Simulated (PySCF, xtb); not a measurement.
ReO2Br3, SMILES [O]=[Re]([Br])([Br])([Br])=[O], multiplicity 1.

xtb with GFN2-xTB at its own geometry gives an orbital gap of 0.42 eV and a dipole moment of 2.19 D.

The structure is a stationary point at B3LYP-D3(BJ)/def2-SVP. The spin state was assumed, not searched. The def2 effective core potentials stand for the cores of Re; spin–orbit coupling is left out.

Problem. What does PBE/def2-TZVP (PySCF) give? (An estimate is asked for; the answer gives what the named calculation found.)

Solution. gap 1.05 eV (levels -6.90 and -5.85 eV), dipole 0.08 D.
